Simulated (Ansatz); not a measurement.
`[SiH3][O][Ge][Cl]` + NH₃ → `[NH2][Ge][Cl]` + `O[SiH3]` at 298.15 K and 1 bar (ligand exchange at a Ge–O bond).

Computed with Ansatz on PBE0-D4/def2-TZVP structures; ΔE is electronic, products minus reactants. CCSD(T)/CBS is the MP2 limit (def2-TZVPP, def2-QZVPP) plus CCSD(T) − MP2 in def2-TZVPP, frozen cores. This one scheme is used for every species. For Ge outer-core shells are correlated without core-valence functions, which leaves a few kJ/mol of doubt a bond. Scalar relativity is left out up to krypton. One conformer a species, not always the lowest.

| species | CCSD(T)/CBS energy (Eh) | H − E (kJ/mol) | S (J/(mol·K)) |
| --- | --- | --- | --- |
| `[SiH3][O][Ge][Cl]` | -2902.05095 | 99.8 | 352.4 |
| NH₃ | -56.50880 | 100.5 | 192.4 |
| `[NH2][Ge][Cl]` | -2591.85675 | 84.5 | 296.7 |
| `O[SiH3]` | -366.69042 | 113.6 | 257.8 |

H − E and S are ideal-gas, rigid-rotor, harmonic terms from PBE0-D4/def2-TZVP, for one conformer and one mirror image of each species. 1 Eh = 2625.50 kJ/mol, R = 8.31446 J/(mol·K).

**Question.** By hand: ΔE, ΔH, ΔS and ΔG.

**Answer.** ΔE = (-2591.85675) + (-366.69042) − (-2902.05095) − (-56.50880) = 0.01258 Eh = 33.0 kJ/mol. Δ(H − E) = 84.5 + 113.6 − 99.8 − 100.5 = -2.2, so ΔH = 30.8 kJ/mol. ΔS = 296.7 + 257.8 − 352.4 − 192.4 = 9.7 J/(mol·K). ΔG = 30.8 − 298.15 × (9.7)/1000 = 27.9 kJ/mol.

**Question.** By hand: the equilibrium constant, and the temperature at which ΔG would vanish if ΔH and ΔS stayed fixed.

**Answer.** log₁₀ K = −ΔG/(RT ln 10) = -4.9. ΔG = 0 at ΔH/ΔS = 3175 K, far beyond where these terms or the molecules hold.

The number of gas molecules stays the same, so ΔS is small and ΔH decides. A doubt of 5 kJ/mol in ΔE shifts log₁₀ K by 0.9 here. Other conformers and mirror images would add mixing entropy, several J/(mol·K) or more a flexible species. These are equilibria of isolated gas molecules and say nothing of rates. Largest T1 diagnostic: 0.014 (customary marks: 0.02 for closed shells, 0.045 for open ones).
